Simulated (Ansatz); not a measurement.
A run for Ansatz (a program for electronic structure): R-CCSD(T)/cc-pV(Q+d)Z on SiH4 (SMILES [SiH4]). The basis file is the Basis Set Exchange's JSON of that set.

Ansatz 0.2 input:
```yaml
crystal:
  periodic: [false, false, false]
  atoms:
    - {symbol: Si, position_ang: [0.00000053, 0.00001668, -0.00000201]}
    - {symbol: H, position_ang: [-0.16914983, 1.22354657, -0.81594807]}
    - {symbol: H, position_ang: [-0.74398622, 0.14791459, 1.27122361]}
    - {symbol: H, position_ang: [1.43708743, -0.20475324, 0.29026913]}
    - {symbol: H, position_ang: [-0.52395191, -1.16662460, -0.74554265]}
basis:
  gaussian:
    orbitals: cc-pV_Q+d_Z.json
magnetization: {spin_polarized: false}
correlation: {method: ccsd_t, electrons: outside_noble_gas}
scf: {lower_state_search: off}
```

Problem. Give the final energy of this run.

Solution. -291.4522 hartree (reference determinant -291.2676, T1 diagnostic 0.011).

Problem. How many basis functions does it have, and what does it roughly cost on one machine?

Solution. 184 functions; around 13 core-seconds (rough).
